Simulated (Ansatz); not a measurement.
System: SiCl (charge 0, doublet). 
Coordinates optimised at B3LYP-D3(BJ)/def2-TZVP (Ansatz, an electronic-structure program):
```
Si
Cl 1 2.0838
```
Charge 0, spin multiplicity 2.

Basis-set convergence of Hartree-Fock and CCSD correlation energies (hartree) with Ansatz. Correlated levels leave the core frozen unless marked. UHF or UKS for open shells. Spin-orbit coupling is left out. No relativistic terms.

```json
[
 {"basis": "def2-SVPD", "functions": "51", "E(HF)": "-748.18974", "E(corr, CCSD)": "-0.23332"},
 {"basis": "def2-TZVPPD", "functions": "99", "E(HF)": "-748.44125", "E(corr, CCSD)": "-0.29402"},
 {"basis": "def2-QZVPPD", "functions": "155", "E(HF)": "-748.46176", "E(corr, CCSD)": "-0.31608"}
]
```

Extrapolating the two largest sets (X = 3 and 4) as X^-3: E(corr) = (64·(-0.31608) - 27·(-0.29402))/37 = -0.3322 Eh, an estimate of the basis-set limit. The largest set recovers 95.2 % of it, the smallest 70.2 %.
